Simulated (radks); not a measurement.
Trend from Be2+ to Ne2+: ionisation energy by Delta-SCF between NIST ground configurations, and size. All-electron calculation, scalar-relativistic Kohn-Sham, PBEsol, spin-polarised, spherical densities, finite nucleus; open shells are filled with parallel spins first; Fermi nuclear charge, rms radius of each element as measured or else 0.836 A^(1/3) + 0.57 fm. Program: a radial shooting solver on a logarithmic mesh with Libxc functionals.

species  configuration  configuration of the ion  IE (eV)  NIST (eV)       kind  -e(HOMO) (eV)  outermost  <r> outermost (bohr)
Be2+              [He]                       1s1   152.50     153.90     theory    131.39 (1s)         1s                 0.419
B2+           [He] 2s1                      [He]   37.996     37.931       exp.    32.469 (2s)         2s                  1.63
C2+           [He] 2s2                  [He] 2s1   46.845     47.888       exp.    40.178 (2s)         2s                  1.36
N2+       [He] 2s2 2p1                  [He] 2s2   47.494     47.445  semi-emp.    38.412 (2p)         2s                  1.18
O2+       [He] 2s2 2p2              [He] 2s2 2p1   55.365     54.936  semi-emp.    44.979 (2p)         2s                  1.05
F2+       [He] 2s2 2p3              [He] 2s2 2p2   62.993     62.708  semi-emp.    51.458 (2p)         2s                 0.939
Ne2+      [He] 2s2 2p4              [He] 2s2 2p3   63.070     63.423       exp.    51.825 (2p)         2s                 0.839

Reference values: NIST Atomic Spectra Database (exp. = measured, semi-emp. = semi-empirical, theory = theoretical value adopted there). Open shells are spherical and high-spin; term and fine-structure splittings are not resolved.
